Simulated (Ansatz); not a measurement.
Start from `[NH2][SnH]([OH])[Cl]` and change one atom or group to get `[CH3][SnH]([NH2])[OH]`.

Ansatz, PBE0-D4/def2-TZVP geometries, multiplicity 1. Each molecule was computed in one conformer, which needn't be the lowest.

Elements past krypton have def2 core potentials.

```csv
property,`[NH2][SnH]([OH])[Cl]`
HOMO–LUMO gap (PBE/def2-TZVPP) / eV,4.61
size of the dipole moment (ωB97M-V/def2-TZVPP) / D,1.15
LUMO energy (B3LYP/def2-TZVPP) / eV,-1.31
LUMO energy (ωB97M-V/def2-TZVPP) / eV,0.95
HOMO energy (B3LYP/def2-TZVPP) / eV,-7.71
HOMO–LUMO gap (B3LYP/def2-TZVPP) / eV,6.40
```

Question: What does the change do to each property? (An estimate is asked.)

Answer: Ansatz gave: 
```
                                          property  `[CH3][SnH]([NH2])[OH]`  shift
               HOMO–LUMO gap (PBE/def2-TZVPP) / eV                     5.07   0.46
size of the dipole moment (ωB97M-V/def2-TZVPP) / D                     2.53   1.38
               LUMO energy (B3LYP/def2-TZVPP) / eV                    -0.22   1.09
             LUMO energy (ωB97M-V/def2-TZVPP) / eV                     1.64   0.69
               HOMO energy (B3LYP/def2-TZVPP) / eV                    -7.01   0.70
             HOMO–LUMO gap (B3LYP/def2-TZVPP) / eV                     6.79   0.39
```

With PBE0 the HOMO rises by 0.71 eV and the LUMO rises by 1.09 eV, so the gap widens by about 0.38 eV. PBE moves the HOMO by 0.69 eV and ωB97M-V by 0.69 eV. Dipoles are sizes alone; their direction can turn.

B3LYP here is the variant with VWN-RPA as its local correlation; programs differ in this.
